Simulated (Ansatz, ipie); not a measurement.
NH (SMILES [NH]), multiplicity 3, with the N1–H2 bond stretched and the rest rigid; cc-pVDZ, all electrons correlated; total energies in hartree.
Geometry at rest (charge 0, multiplicity 3):
```
atom   x (Å)   y (Å)    z (Å)
----  ------  ------  -------
N     0.0000  0.0000  -0.1302
H     0.0000  0.0000   0.9116
```

Phaseless AFQMC takes the named determinant as trial and start, 200 walkers, a time step of 0.005 inverse hartree and 600 blocks of 25 steps, of which the first fifth is dropped; its bars are rough statistical errors and leave out the phaseless and time-step bias. At long bonds its restricted trial need not be the state that the restricted coupled-cluster runs follow.

Programs: Ansatz (Gaussian orbitals); ipie for AFQMC. 

| level | R = 1.04 Å | R = 1.35 Å | R = 1.67 Å | R = 2.08 Å | R = 2.71 Å |
|---|---|---|---|---|---|
| RO-HF | -54.9595 | -54.9142 | -54.8499 | -54.7766 | -54.6989 |
| U-MP2 | -55.0722 | -55.0320 | -54.9810 | -54.9656 | -54.9632 |
| RO-CCSD | -55.0916 | -55.0591 | -55.0139 | -54.9814 | -54.9775 |
| U-CCSD | -55.0916 | -55.0593 | -55.0145 | -54.9855 | -54.9793 |
| U-CCSD(T) | -55.0932 | -55.0617 | -55.0181 | -54.9875 | -54.9800 |
| RO-CCSDT | -55.0935 | -55.0623 | -55.0197 | -54.9900 | -54.9803 |
| RO-CCSDT(Q) | -55.0936 | -55.0625 | -55.0201 | -54.9906 | -54.9813 |
| AFQMC@ROHF | -55.0943 ± 0.0011 | -55.0602 ± 0.0010 | -55.0088 ± 0.0013 | -54.9555 ± 0.0023 | -54.8683 ± 0.0009 |
| AFQMC@UHF | -55.0932 ± 0.0007 | -55.0621 ± 0.0011 | -55.0180 ± 0.0008 | -54.9911 ± 0.0007 | -54.9782 ± 0.0006 |
| FCI | -55.0936 | -55.0625 | -55.0201 | -54.9905 | -54.9809 |

AFQMC runs whose block means still drift are left out.

Doubts at one or more of the structures used: a spin-contaminated determinant (U-MP2/cc-pVDZ, U-CCSD/cc-pVDZ, U-CCSD(T)/cc-pVDZ); other coupled-cluster roots lie near (RO-CCSD/cc-pVDZ, RO-CCSDT/cc-pVDZ, RO-CCSDT(Q)/cc-pVDZ); T1 above 0.05 (RO-CCSD/cc-pVDZ, U-CCSD/cc-pVDZ, U-CCSD(T)/cc-pVDZ, RO-CCSDT/cc-pVDZ, RO-CCSDT(Q)/cc-pVDZ).

Ansatz is a program for electronic structure.
